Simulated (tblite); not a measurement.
Record of a relaxation.

C5H12S2Si.
Atom-mapped SMILES: `[CH3:1][C@@H:2]1[SiH2:3][S:4][CH2:5][CH2:6][C@@H:7]1[SH:8]` (hydrogens: H9, H10, H11 on C1; H12 on C2; H13, H14 on Si3; H15, H16 on C5; H17, H18 on C6; H19 on C7; H20 on S8)

Computed with GFN2-xTB (tblite), gas phase: L-BFGS steps from a force-field or distance-geometry start until the largest atomic force falls under 0.01 eV/Å. 7 of its 53 geometries are shown.

Step 0: E = -682.2343 eV, largest atomic force 0.654 eV/Å
```
atom  x, y, z in Å  |  force x, y, z in eV/Å
C1      1.213    0.999   -1.250   -0.475   0.191  -0.093
C2      1.067    0.381    0.143    0.171  -0.266   0.375
Si3     1.458   -1.509    0.131   -0.091   0.127   0.076
S4     -0.340   -2.327   -0.726    0.103  -0.325  -0.175
C5     -1.629   -1.463    0.227   -0.202   0.619   0.059
C6     -1.538    0.067    0.151    0.241  -0.029   0.302
C7     -0.288    0.649    0.856    0.066  -0.405  -0.470
S8     -0.538    2.450    1.139   -0.036   0.014  -0.065
H9      0.448    0.629   -1.942    0.127   0.009   0.187
H10     1.125    2.091   -1.210    0.016  -0.195   0.051
H11     2.180    0.769   -1.690    0.048  -0.069   0.149
H12     1.867    0.802    0.775   -0.323   0.208  -0.059
H13     1.592   -2.003    1.526   -0.008   0.116  -0.392
H14     2.632   -1.818   -0.718   -0.540   0.040   0.263
H15    -1.608   -1.791    1.264    0.219  -0.070   0.091
H16    -2.596   -1.773   -0.181    0.248  -0.078  -0.157
H17    -2.435    0.455    0.651    0.171   0.042   0.028
H18    -1.594    0.400   -0.888    0.172  -0.081   0.019
H19    -0.247    0.224    1.877    0.062   0.242  -0.350
H20    -0.774    2.778   -0.138    0.030  -0.090   0.161
```

Step 9: E = -682.3409 eV, largest atomic force 0.096 eV/Å
```
atom  x, y, z in Å  |  force x, y, z in eV/Å
C1      1.195    0.996   -1.242    0.001  -0.029   0.076
C2      1.065    0.385    0.154    0.045  -0.042  -0.004
Si3     1.405   -1.495    0.132    0.030  -0.027   0.015
S4     -0.348   -2.364   -0.739    0.074   0.038   0.003
C5     -1.612   -1.451    0.227   -0.001   0.018   0.000
C6     -1.510    0.066    0.147    0.025   0.038   0.009
C7     -0.278    0.643    0.835    0.067  -0.002   0.000
S8     -0.535    2.446    1.138   -0.030  -0.004   0.009
H9      0.438    0.611   -1.923    0.026  -0.005   0.009
H10     1.109    2.081   -1.191   -0.014   0.003  -0.055
H11     2.174    0.756   -1.655   -0.070   0.032   0.016
H12     1.824    0.858    0.787    0.023   0.007  -0.001
H13     1.583   -1.995    1.497   -0.058   0.016  -0.016
H14     2.541   -1.828   -0.711   -0.082  -0.021  -0.046
H15    -1.558   -1.792    1.261    0.028  -0.004  -0.031
H16    -2.557   -1.778   -0.205   -0.027  -0.001   0.042
H17    -2.387    0.477    0.658   -0.043  -0.031  -0.062
H18    -1.555    0.384   -0.898    0.052  -0.020   0.039
H19    -0.223    0.243    1.854   -0.036   0.029  -0.002
H20    -0.775    2.769   -0.130   -0.010   0.004  -0.002
```

Step 17: E = -682.3511 eV, largest atomic force 0.041 eV/Å
```
atom  x, y, z in Å  |  force x, y, z in eV/Å
C1      1.189    0.994   -1.232    0.010  -0.008   0.013
C2      1.074    0.391    0.169    0.000  -0.022  -0.014
Si3     1.403   -1.493    0.138   -0.006  -0.014  -0.017
S4     -0.340   -2.353   -0.752    0.006   0.007  -0.029
C5     -1.598   -1.451    0.224   -0.011   0.007   0.018
C6     -1.495    0.065    0.144    0.012   0.021  -0.003
C7     -0.273    0.647    0.846    0.021   0.007   0.009
S8     -0.546    2.447    1.140   -0.011   0.037   0.015
H9      0.437    0.592   -1.908    0.016  -0.017   0.012
H10     1.088    2.078   -1.202   -0.017  -0.003   0.005
H11     2.167    0.764   -1.648   -0.001   0.015  -0.002
H12     1.836    0.869    0.794   -0.023  -0.015  -0.008
H13     1.550   -1.993    1.506    0.000   0.005  -0.032
H14     2.492   -1.852   -0.752    0.010   0.003   0.024
H15    -1.526   -1.796    1.256    0.008   0.007   0.022
H16    -2.552   -1.776   -0.188   -0.009  -0.016   0.007
H17    -2.388    0.473    0.626    0.003   0.012  -0.019
H18    -1.512    0.378   -0.902    0.003  -0.016  -0.009
H19    -0.230    0.255    1.868   -0.005  -0.008   0.009
H20    -0.783    2.770   -0.129   -0.008  -0.004  -0.001
```

Step 26: E = -682.3537 eV, largest atomic force 0.036 eV/Å
```
atom  x, y, z in Å  |  force x, y, z in eV/Å
C1      1.187    0.991   -1.227    0.009   0.007  -0.008
C2      1.073    0.389    0.173    0.013  -0.014  -0.028
Si3     1.397   -1.496    0.125    0.003  -0.011   0.011
S4     -0.351   -2.341   -0.772    0.023   0.000   0.012
C5     -1.594   -1.446    0.231   -0.011  -0.014   0.011
C6     -1.490    0.068    0.140    0.002   0.009  -0.013
C7     -0.273    0.651    0.850    0.023  -0.002  -0.005
S8     -0.548    2.452    1.143    0.009   0.003   0.002
H9      0.448    0.569   -1.905    0.004   0.005   0.000
H10     1.062    2.073   -1.199   -0.019   0.007  -0.003
H11     2.171    0.782   -1.640    0.014   0.007   0.021
H12     1.839    0.858    0.800   -0.021   0.001  -0.011
H13     1.539   -1.998    1.491   -0.008  -0.022  -0.001
H14     2.498   -1.857   -0.749   -0.011   0.012   0.003
H15    -1.504   -1.787    1.262    0.026  -0.005   0.025
H16    -2.553   -1.779   -0.162   -0.029   0.007  -0.004
H17    -2.388    0.490    0.602   -0.006  -0.007   0.006
H18    -1.490    0.364   -0.910   -0.005   0.024  -0.022
H19    -0.233    0.259    1.872   -0.010  -0.007   0.004
H20    -0.795    2.769   -0.126   -0.008   0.002  -0.001
```

Step 35: E = -682.3553 eV, largest atomic force 0.026 eV/Å
```
atom  x, y, z in Å  |  force x, y, z in eV/Å
C1      1.188    0.991   -1.226    0.001   0.002  -0.009
C2      1.072    0.384    0.171    0.019   0.000  -0.008
Si3     1.393   -1.501    0.124   -0.010  -0.005  -0.005
S4     -0.358   -2.339   -0.777    0.016   0.002   0.006
C5     -1.592   -1.442    0.237    0.003  -0.015  -0.003
C6     -1.489    0.072    0.133   -0.007   0.005  -0.001
C7     -0.273    0.651    0.846    0.015   0.009   0.006
S8     -0.539    2.454    1.142   -0.004  -0.002   0.003
H9      0.467    0.554   -1.913    0.013  -0.011  -0.014
H10     1.036    2.070   -1.199    0.001   0.000   0.004
H11     2.183    0.806   -1.625    0.000   0.003   0.004
H12     1.837    0.855    0.798    0.005  -0.001   0.012
H13     1.526   -2.021    1.485   -0.003   0.006  -0.009
H14     2.499   -1.854   -0.748   -0.011  -0.001  -0.002
H15    -1.479   -1.776    1.269   -0.004   0.007   0.013
H16    -2.557   -1.778   -0.137   -0.007  -0.008  -0.011
H17    -2.388    0.496    0.589   -0.019   0.005   0.017
H18    -1.483    0.364   -0.918   -0.007   0.000  -0.017
H19    -0.238    0.256    1.867    0.002   0.001   0.014
H20    -0.810    2.770   -0.121   -0.005   0.002   0.000
```

Step 43: E = -682.3557 eV, largest atomic force 0.016 eV/Å
```
atom  x, y, z in Å  |  force x, y, z in eV/Å
C1      1.192    0.991   -1.227    0.001   0.001  -0.002
C2      1.074    0.384    0.171    0.005  -0.002  -0.006
Si3     1.391   -1.501    0.122   -0.003  -0.010  -0.004
S4     -0.359   -2.339   -0.775    0.001  -0.006  -0.007
C5     -1.592   -1.442    0.239    0.006  -0.005  -0.001
C6     -1.490    0.072    0.133   -0.002   0.004   0.003
C7     -0.272    0.651    0.844    0.006   0.007  -0.001
S8     -0.537    2.454    1.143   -0.003  -0.001  -0.002
H9      0.483    0.545   -1.921   -0.001  -0.004   0.005
H10     1.027    2.068   -1.199    0.002  -0.001  -0.007
H11     2.192    0.818   -1.619    0.005   0.007   0.013
H12     1.838    0.852    0.800   -0.005   0.004  -0.001
H13     1.520   -2.025    1.482    0.007   0.007   0.004
H14     2.494   -1.855   -0.752    0.003  -0.003  -0.004
H15    -1.476   -1.769    1.273   -0.010  -0.013   0.001
H16    -2.557   -1.782   -0.134   -0.004   0.009   0.006
H17    -2.388    0.496    0.591   -0.008   0.005   0.010
H18    -1.488    0.364   -0.920    0.006   0.002  -0.003
H19    -0.237    0.258    1.866   -0.001  -0.004  -0.003
H20    -0.818    2.772   -0.118   -0.004   0.002  -0.003
```

Step 52: E = -682.3561 eV, largest atomic force 0.008 eV/Å
```
atom  x, y, z in Å  |  force x, y, z in eV/Å
C1      1.198    0.992   -1.227    0.002   0.001   0.001
C2      1.074    0.384    0.170    0.001   0.001  -0.003
Si3     1.390   -1.502    0.119    0.000   0.002   0.002
S4     -0.363   -2.340   -0.775    0.000  -0.002  -0.004
C5     -1.594   -1.442    0.241   -0.001   0.000  -0.002
C6     -1.491    0.072    0.135    0.001   0.004   0.002
C7     -0.271    0.652    0.843    0.004   0.004   0.001
S8     -0.538    2.455    1.141    0.002  -0.004   0.000
H9      0.500    0.534   -1.927    0.003   0.005   0.002
H10     1.019    2.066   -1.204   -0.007  -0.004   0.000
H11     2.204    0.831   -1.608   -0.001  -0.002   0.000
H12     1.838    0.851    0.801   -0.002  -0.001  -0.002
H13     1.523   -2.021    1.479    0.005  -0.003   0.004
H14     2.489   -1.860   -0.759    0.000   0.000  -0.002
H15    -1.480   -1.773    1.274   -0.003   0.002   0.000
H16    -2.560   -1.778   -0.131   -0.002  -0.001  -0.002
H17    -2.388    0.496    0.597   -0.004   0.002   0.001
H18    -1.491    0.364   -0.917    0.003  -0.002  -0.001
H19    -0.235    0.258    1.865    0.000   0.004   0.001
H20    -0.829    2.773   -0.118    0.000  -0.007   0.000
```

**Question.** Summarise the path.

**Answer.** The energy falls by 0.1218 eV from step 0 to step 52; nine tenths of that is first reached at step 11. It falls at every step. The largest force goes from 0.654 to 0.008 eV/Å. Among the bonds Si3–H14 changes most, from 1.482 to 1.451 Å; the atoms move by 0.081 Å rms after alignment.

**Question.** Follow the three bonds and two angles with the largest change from start to end.

**Answer.** 
| step | E above end (eV) | largest force (eV/Å) | Si3–H14 (Å) | C2–C7 (Å) | C6–C7 (Å) | Si3–C2–H12 (°) | S4–Si3–H14 (°) |
| --- | --- | --- | --- | --- | --- | --- | --- |
| 0 | 0.1218 | 0.654 | 1.482 | 1.553 | 1.549 | 103.3 | 110.8 |
| 2 | 0.0615 | 0.282 | 1.462 | 1.540 | 1.529 | 105.1 | 110.1 |
| 5 | 0.0265 | 0.162 | 1.448 | 1.528 | 1.525 | 107.4 | 109.6 |
| 7 | 0.0194 | 0.131 | 1.452 | 1.528 | 1.526 | 107.7 | 109.1 |
| 9 | 0.0152 | 0.096 | 1.453 | 1.527 | 1.525 | 107.9 | 108.1 |
| 11 | 0.0115 | 0.131 | 1.451 | 1.526 | 1.525 | 108.3 | 106.9 |
| 14 | 0.0068 | 0.071 | 1.450 | 1.527 | 1.526 | 108.8 | 105.3 |
| 16 | 0.0054 | 0.057 | 1.452 | 1.528 | 1.526 | 108.6 | 105.0 |
| 18 | 0.0047 | 0.038 | 1.451 | 1.528 | 1.525 | 108.5 | 104.8 |
| 20 | 0.0041 | 0.043 | 1.450 | 1.529 | 1.525 | 108.6 | 104.9 |
| 23 | 0.0032 | 0.042 | 1.451 | 1.529 | 1.526 | 108.6 | 105.3 |
| 25 | 0.0026 | 0.036 | 1.452 | 1.529 | 1.525 | 108.6 | 105.6 |
| 27 | 0.0021 | 0.037 | 1.452 | 1.528 | 1.525 | 108.6 | 105.7 |
| 29 | 0.0016 | 0.035 | 1.451 | 1.528 | 1.526 | 108.6 | 105.8 |
| 32 | 0.0012 | 0.036 | 1.451 | 1.528 | 1.525 | 108.6 | 106.0 |
| 34 | 0.0009 | 0.030 | 1.451 | 1.528 | 1.524 | 108.7 | 106.0 |
| 36 | 0.0007 | 0.025 | 1.451 | 1.528 | 1.524 | 108.7 | 106.0 |
| 38 | 0.0006 | 0.015 | 1.451 | 1.528 | 1.525 | 108.7 | 106.0 |
| 41 | 0.0004 | 0.023 | 1.451 | 1.529 | 1.525 | 108.7 | 105.9 |
| 43 | 0.0003 | 0.016 | 1.451 | 1.528 | 1.525 | 108.6 | 105.9 |
| 45 | 0.0002 | 0.025 | 1.451 | 1.528 | 1.525 | 108.6 | 105.8 |
| 47 | 0.0001 | 0.013 | 1.451 | 1.528 | 1.525 | 108.7 | 105.8 |
| 50 | 0.0000 | 0.016 | 1.451 | 1.529 | 1.525 | 108.7 | 105.8 |
| 52 | 0.0000 | 0.008 | 1.451 | 1.528 | 1.525 | 108.7 | 105.8 |

The cost below is that of the whole relaxation. Time: 0.83 s. Hardware: one thread of an Arm Neoverse N1, shared host with 64 logical CPUs at a one-minute load of 53.
